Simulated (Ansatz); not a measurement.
Consider the ligand exchange at a B–C bond: `N=CB(O)Cl` + CH₃SH → `CSB(O)Cl` + `C=N`.

Calculated with Ansatz (gas phase, PBE0-D4/def2-TZVP geometries, no zero-point term in ΔE). CCSD(T)/CBS adds triple-zeta CCSD(T) − MP2 to the extrapolated MP2 energy (def2 sets, frozen cores). This one scheme is used for every species. Functionals use def2-TZVPP. B3LYP here is the variant with VWN-RPA as its local correlation; programs differ in this. Each species was taken in one conformer, which may not be the lowest.

```csv
level,ΔE (kJ/mol),difference from CCSD(T)/CBS
PBE-D4,-60.5,-1.6
r2SCAN-D4,-62.0,-3.1
PBE0-D4,-60.6,-1.7
B3LYP-D4,-58.3,0.6
ωB97X-V,-58.0,0.9
B2PLYP,-57.9,1.0
B3LYP,-55.0,3.9
HF/def2-TZVPP,-53.8,5.1
CCSD(T)/def2-TZVPP,-57.5,1.4
HF/def2-QZVPP,-53.3,5.6
CCSD(T)/CBS,-58.9,0
```

Largest T1 diagnostic among the species: 0.013.

The D4 term adds −3.3 kJ/mol with B3LYP and −1.7 kJ/mol with PBE0; it sums over pairs of atoms, weighted by their polarisabilities, and B3LYP, whose exchange is more repulsive, gets the larger term. In def2-TZVPP, CCSD(T) changes the Hartree–Fock value by −3.7 kJ/mol (the triples alone add −1.4 kJ/mol) and MP2 by −9.7 kJ/mol.
